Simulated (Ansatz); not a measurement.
`B[CH2][GeH2][F]` + H₂ → `[CH3][GeH2][F]` + BH₃  (hydrogenolysis of a C–B bond)

Program: Ansatz. Geometries: PBE0-D4/def2-TZVP. ΔE: electronic, gas phase. CBS: MP2 limit from def2 TZ/QZ plus the TZ coupled-cluster correction, frozen cores. This one scheme is used for every species. DFT in def2-TZVPP. B3LYP here is the variant with VWN-RPA as its local correlation; programs differ in this. For Ge outer-core shells are correlated without core-valence functions, which leaves a few kJ/mol of doubt a bond. Scalar relativity is left out up to krypton. Each species was taken in one conformer, which may not be the lowest.

```tsv
level	ΔE (kJ/mol)	difference from CCSD(T)/CBS
r2SCAN-D4	10.7	6.1
PBE0-D4	7.6	3.0
B3LYP-D4	3.0	-1.6
ωB97X-V	0.4	-4.2
ωB97M-V	4.2	-0.4
r2SCAN	9.6	5.0
PBE0	3.8	-0.8
B3LYP	-4.1	-8.7
HF/def2-TZVPP	-25.6	-30.2
SCS-MP2/def2-TZVPP	-1.3	-5.9
CCSD/def2-TZVPP	-3.4	-8.0
HF/def2-QZVPP	-25.7	-30.3
MP2/def2-QZVPP	7.9	3.3
HF/CBS(def2)	-25.7	-30.3
MP2/CBS(def2)	9.1	4.5
CCSD/CBS(def2)	-0.7	-5.3
CCSD(T)/CBS	4.6	0
```

Largest T1 diagnostic among the species: 0.012.

The D4 term adds +7.0 kJ/mol with B3LYP and +3.8 kJ/mol with PBE0; it sums over pairs of atoms, weighted by their polarisabilities, and B3LYP, whose exchange is more repulsive, gets the larger term. From PBE to PBE0 (25 % exact exchange), in def2-TZVPP and without D4, ΔE moves by −5.9 kJ/mol. In def2-TZVPP, CCSD(T) changes the Hartree–Fock value by +27.4 kJ/mol (the triples alone add +5.3 kJ/mol) and MP2 by +32.0 kJ/mol.
